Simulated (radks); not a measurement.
Question: Excited configurations of Kr11+: one electron is placed in a higher orbital outside [Ar] 3d6. The ground configuration is [Ar] 3d7. Calculated with a radial shooting solver on a logarithmic mesh with Libxc functionals: Dirac Kohn-Sham, PBE, spin-unpolarised, spherical densities, finite nucleus; open shells fill j = l - 1/2 first; Fermi nuclear charge, rms radius 4.1884 fm. Excitation = E - E(ground); binding = E(ion) - E, where the ion is the core of charge +12; n* = 12/sqrt(2 binding) in atomic units. These energies are relativistic, and a one-electron ion of charge +12 with no core already has n* below n in this formula (Dirac formula, point nucleus: 4s1/2 3.997, 4d3/2 3.999, 5s1/2 4.997, 5p1/2 4.997, 5f5/2 4.999, 6p1/2 5.997, 6d3/2 5.999, 6f5/2 5.999, 7s1/2 6.997, 7p1/2 6.997, 7d3/2 6.998). The quantum defect is therefore taken as that value minus n*, so that it holds no relativistic shift of the bare ion.

| outer orbital | excitation (eV) | binding (eV) | n* | quantum defect | eigenvalue (eV) | <r> (bohr) |
|---|---|---|---|---|---|---|
| 4s1/2 | 132.58 | 220.26 | 2.982 | 1.014 | -210.49 | 1.137 |
| 4d3/2 | 190.27 | 162.57 | 3.472 | 0.527 | -153.99 | 1.281 |
| 5s1/2 | 229.79 | 123.06 | 3.990 | 1.007 | -118.40 | 2.015 |
| 5p1/2 | 239.03 | 113.81 | 4.149 | 0.848 | -109.33 | 2.102 |
| 5f5/2 | 269.41 | 83.432 | 4.846 | 0.153 | -79.470 | 2.426 |
| 6p1/2 | 278.93 | 73.913 | 5.149 | 0.848 | -71.181 | 3.263 |
| 6d3/2 | 287.31 | 65.533 | 5.468 | 0.531 | -63.013 | 3.521 |
| 6f5/2 | 295.04 | 57.803 | 5.822 | 0.177 | -55.411 | 3.742 |
| 7s1/2 | 298.03 | 54.819 | 5.978 | 1.018 | -52.868 | 4.498 |
| 7p1/2 | 300.89 | 51.957 | 6.141 | 0.856 | -50.089 | 4.668 |

Estimate the row for 7d3/2.

Answer: excitation (eV) 305.88; binding (eV) 46.963; n* 6.459; quantum defect 0.540; eigenvalue (eV) -45.244; <r> (bohr) 5.005. The Delta-SCF ionisation energy is 352.84 eV (NIST Atomic Spectra Database: 350 eV, theoretical). Self-interaction in the functional shifts the binding energies and quantum defects, so they are the method's values and not measured ones. Spin polarisation and multiplet splitting are left out, so open shells lie too high by an amount that depends on their filling.

Beside tabulated values, note that spin-unpolarised runs miss the spin-polarisation part of the exchange energy of open shells.
